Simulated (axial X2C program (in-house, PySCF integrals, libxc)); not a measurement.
Testing model relations on NbCl⁺

A bond curve at the PBE0 level, with spin–orbit coupling, was computed with an axial X2C code built on PySCF integrals (basis Nb dyall-cv3z [11s12p9d5f3g], Cl dyall-av3z [9s8p3d2f] (cores contracted in-house)) for the state Ω = 3/2 (⟨Sz⟩ = 1.50, ⟨Lz⟩ = 0.00 at PBE0). Its fit gives Re = 2.1798 Å, ωe = 468.8 cm⁻¹, ωexe = 1.33 cm⁻¹ and αe = 5.492e-04 cm⁻¹; the masses are 92.9064 and 34.9689 u. Two-component means X2C with spin–orbit coupling and atomic mean-field Coulomb and Gaunt terms.

(1) Find the reduced mass, Be and the force constant.

(2) Estimate the centrifugal constant by the Kratzer relation.

(3) Where do the fundamental and the first overtone lie?

(4) A Morse curve ties αe to the other constants (Pekeris). How well does that hold?

The state is one determinant whose occupation by symmetry is held fixed; it was picked as the lowest of a PBE0 search that is not exhaustive. Density functionals use the spin component along the axis (collinear). Other states lie close and PBE0, whose exact exchange favours high spin, may order them wrongly; the determinant shown need not be the ground state. The nearest other 2c determinant of the search, Ω = 1/2, lies 0.27 eV up at the distance of the search. With several unpaired electrons one determinant need not be a pure state. This is the top spin component of a Σ state; components of lower Ω are not single determinants and can lie lower.

Answers

(1) From the PBE0 values: μ = 25.4063 u. Be = 16.8576/(μ Re²) = 0.1396 cm⁻¹. k = 5.8918×10⁻⁷ μ ωe² = 3.29 mdyn/Å.

(2) D = 4Be³/ωe² = 4.96e-08 cm⁻¹.

(3) ν(1←0) = ωe − 2ωexe = 466.1 cm⁻¹; ν(2←0) = 2ωe − 6ωexe = 929.6 cm⁻¹.

(4) αe(Morse) = 6Be²/ωe × (√(ωexe/Be) − 1) = 5.207e-04 cm⁻¹; the PBE0 curve gives 5.492e-04 cm⁻¹, a ratio of 0.95.
